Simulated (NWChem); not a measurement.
System: C$_{2}$H$_{11}$NSi$_{3}$; SMILES C[Si@H]1NC[SiH2][SiH2]1

NWChem input:

```
start job
memory heap 200 mb stack 900 mb global 1100 mb
geometry units angstroms noautoz
  C      0.082754    -2.792467     0.726360
  Si    -0.053059    -1.301063    -0.423541
  N     -1.486148    -0.366017     0.013095
  C     -1.653678     1.051557    -0.307198
  Si    -0.090182     1.999971     0.303983
  Si     1.567147     0.397140    -0.164333
  H     -0.812576    -3.442602     0.637232
  H      0.969434    -3.404596     0.464458
  H      0.174311    -2.468257     1.781743
  H     -0.055149    -1.813045    -1.852961
  H     -2.373178    -0.875273     0.082333
  H     -2.532636     1.465267     0.233978
  H     -1.827104     1.268166    -1.391237
  H     -0.200049     2.232826     1.787931
  H      0.050798     3.330386    -0.389204
  H      2.515988     0.159108     0.980510
  H      2.358121     0.690039    -1.411609
end
basis spherical
  * library def2-svp
end
dft
  xc xpbe96 cpbe96
  iterations 150
  mulliken
end
task dft energy
```

All runs use the structure optimised with PBE-D3(BJ)/def2-SVP. No frequency run checked for a minimum.

**Question.** What results follow from this input? (PBE/def2-SVP.) Quantities: energy (Ha); highest occupied level (eV); orbital gap (eV); dipole (D).

**Answer.** 
```yaml
energy (Ha): -1005.07
highest occupied level (eV): -5.18
orbital gap (eV): 4.39
dipole (D): 1.65
```
